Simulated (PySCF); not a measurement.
C₂H₆Si, SMILES C[Si]C (connectivity only; charge and spin as stated), neutral, multiplicity 1.

Geometry optimised at TPSSh-D3(BJ)/def2-TZVP. The isomer is the one that the SMILES or the coordinates give; other isomers of the formula were not compared.

These are TPSSh-D3(BJ)/def2-TZVP (PySCF) values and carry that method's errors.

Frequencies are harmonic and unscaled.

Computed normal modes with their intensities:
```json
[
 {"mode": "1", "ν (cm⁻¹)": "109", "IR (km/mol)": "0.3", "moving atoms (share of kinetic energy)": "H 87 %"},
 {"mode": "2", "ν (cm⁻¹)": "118", "IR (km/mol)": "0.1", "moving atoms (share of kinetic energy)": "H 98 %"},
 {"mode": "3", "ν (cm⁻¹)": "248", "IR (km/mol)": "2.6", "moving atoms (share of kinetic energy)": "C 44 %, H 40 %, Si 16 %"},
 {"mode": "4", "ν (cm⁻¹)": "503", "IR (km/mol)": "6.7", "moving atoms (share of kinetic energy)": "H 82 %, C 14 %"},
 {"mode": "5", "ν (cm⁻¹)": "559", "IR (km/mol)": "4.6", "moving atoms (share of kinetic energy)": "H 72 %, C 22 %"},
 {"mode": "6", "ν (cm⁻¹)": "652", "IR (km/mol)": "47.6", "moving atoms (share of kinetic energy)": "C 42 %, H 33 %, Si 25 %"},
 {"mode": "7", "ν (cm⁻¹)": "658", "IR (km/mol)": "22.9", "moving atoms (share of kinetic energy)": "C 49 %, H 29 %, Si 22 %"},
 {"mode": "8", "ν (cm⁻¹)": "728", "IR (km/mol)": "13.5", "moving atoms (share of kinetic energy)": "H 71 %, C 19 %, Si 11 %"},
 {"mode": "9", "ν (cm⁻¹)": "862", "IR (km/mol)": "43.5", "moving atoms (share of kinetic energy)": "H 68 %, C 25 %"},
 {"mode": "10", "ν (cm⁻¹)": "1253", "IR (km/mol)": "16.6", "moving atoms (share of kinetic energy)": "H 81 %, C 19 %"},
 {"mode": "11", "ν (cm⁻¹)": "1262", "IR (km/mol)": "24.9", "moving atoms (share of kinetic energy)": "H 82 %, C 18 %"},
 {"mode": "12", "ν (cm⁻¹)": "1432", "IR (km/mol)": "6.0", "moving atoms (share of kinetic energy)": "H 95 %"},
 {"mode": "13", "ν (cm⁻¹)": "1437", "IR (km/mol)": "1.5", "moving atoms (share of kinetic energy)": "H 96 %"},
 {"mode": "14", "ν (cm⁻¹)": "1461", "IR (km/mol)": "0.2", "moving atoms (share of kinetic energy)": "H 94 %"},
 {"mode": "15", "ν (cm⁻¹)": "1467", "IR (km/mol)": "20.0", "moving atoms (share of kinetic energy)": "H 95 %"},
 {"mode": "16", "ν (cm⁻¹)": "2970", "IR (km/mol)": "5.4", "moving atoms (share of kinetic energy)": "H 96 %"},
 {"mode": "17", "ν (cm⁻¹)": "2973", "IR (km/mol)": "4.3", "moving atoms (share of kinetic energy)": "H 96 %"},
 {"mode": "18", "ν (cm⁻¹)": "3044", "IR (km/mol)": "11.5", "moving atoms (share of kinetic energy)": "H 92 %"},
 {"mode": "19", "ν (cm⁻¹)": "3050", "IR (km/mol)": "24.2", "moving atoms (share of kinetic energy)": "H 92 %"},
 {"mode": "20", "ν (cm⁻¹)": "3101", "IR (km/mol)": "19.8", "moving atoms (share of kinetic energy)": "H 91 %, C 9 %"},
 {"mode": "21", "ν (cm⁻¹)": "3102", "IR (km/mol)": "8.1", "moving atoms (share of kinetic energy)": "H 91 %, C 9 %"}
]
```
